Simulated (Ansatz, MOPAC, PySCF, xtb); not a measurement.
Dimer: H2O (SMILES O) (first 3 atoms) with PH3 (SMILES P); geometry from B3LYP-D3(BJ)/def2-TZVP, rigid monomers moved along the line of their centres of mass till H2···P4 is 2.32 Å.
(charge 0, multiplicity 1):
```tsv
atom	x (Å)	y (Å)	z (Å)
O	0.2632	-0.0779	-0.5425
H	0.1242	0.0001	0.4118
H	1.1449	0.2748	-0.6984
P	-0.4053	0.1270	2.6716
H	0.2304	-0.5901	3.7141
H	-0.5328	1.3223	3.4200
H	-1.7028	-0.3421	2.9880
```

Monomers are frozen at their geometry in the pair; levels with a basis set take the counterpoise correction. Rows marked so take none.

Correlated levels freeze the cores. CBS: X⁻³ extrapolation of the correlation energy, Hartree–Fock from the larger set. Rows in 6-31G* carry no dispersion term and start afresh at each structure (6-31G* with six Cartesian d functions). The state that PM6 reach isn't checked.

Programs: Ansatz (an electronic-structure program) with Gaussian orbitals; MOPAC for PM6 (differences of heats of formation); PySCF for 6-31G* rows; xtb for the GFN methods. Values without a source in brackets are computed.

```tsv
level	interaction energy (kJ/mol)
GFN-FF	-19.5
PM6	8.5
HF/6-31G*	6.5
HF/6-31G* (no counterpoise)	3.6
HF/aug-cc-pV(T+d)Z	3.6
M06-2X/6-31G* (no counterpoise)	-8.4
MP2/aug-cc-pV(D+d)Z	-4.2
MP2/CBS(aug-cc-pV(D+d)Z, aug-cc-pV(T+d)Z)	-8.0
CCSD(T)/CBS(aug-cc-pV(D+d)Z, aug-cc-pV(T+d)Z)	[?]
```

Question: Some entries are withheld; supply them.

Answer: 
- CCSD(T)/CBS(aug-cc-pV(D+d)Z, aug-cc-pV(T+d)Z), interaction energy (kJ/mol): -7.4
